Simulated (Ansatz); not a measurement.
```yaml
crystal:
  periodic: [false, false, false]
  atoms:
    - {symbol: B, position_ang: [-0.275639, 1.748850, -0.880005]}
    - {symbol: C, position_ang: [-1.180994, 1.171685, 0.472254]}
    - {symbol: Te, position_ang: [1.102555, 0.586385, 1.205329]}
    - {symbol: Si, position_ang: [0.962939, -2.032524, 0.219260]}
    - {symbol: H, position_ang: [0.139931, 3.024314, -0.892062]}
    - {symbol: H, position_ang: [-0.095991, 0.965101, -1.952153]}
    - {symbol: H, position_ang: [-1.607921, 1.936236, 1.317928]}
    - {symbol: H, position_ang: [-1.825237, 0.139703, 0.419549]}
    - {symbol: H, position_ang: [2.490547, -2.674743, 0.348220]}
    - {symbol: H, position_ang: [0.463419, -1.996828, -1.363115]}
    - {symbol: H, position_ang: [-0.100585, -2.931905, 1.127979]}
basis:
  gaussian: {orbitals: def2-SVP, final_grid: {core_spheres: 20, valence_spheres: 16, degree: 47}}
total_charge: -2
hamiltonian: {xc: {name: B3LYP}, dispersion: d3bjatm}
accuracy: high
```

```sh
$ ansatz run in.yaml --threads 4 --pin off --events-out ev --progress --plain --max-ram 10444MiB
```

Output, abridged:

```
Functional definition: B3LYP
2591 factors; integrals over basis functions are off by at most 3.7e-9 eV
mean field evaluation 1: about -16986.3215 eV, gradient 2.6e1 eV
mean field evaluation 2: about -16976.2497 eV, gradient 5.8e1 eV
mean field evaluation 4: about -16989.5039 eV, gradient 1.3e1 eV
mean field evaluation 8: about -16990.1860 eV, gradient 5.0e-1 eV
mean field evaluation 16: about -16990.3123 eV, gradient 5.4e-3 eV
mean field evaluation 32: about -16990.3123 eV, gradient 7.1e-8 eV
mean field -16990.31228923 eV, -624.3824601819 hartree, gradient 7.2e-8 eV, S^2 0.000000; 3 other end points of the search recorded, 0 dependent functions left out
reference -16990.31233573 eV, -624.3824618909 hartree; 29, 29 occupied and 78, 78 virtual orbitals, 2591 factors
Total energy: -16990.83225678 eV, -624.4015686370 hartree
```

In this input the charge is far from anything that the molecule holds. Self-consistency was reached. The result belongs to that input, not to the molecule as meant.
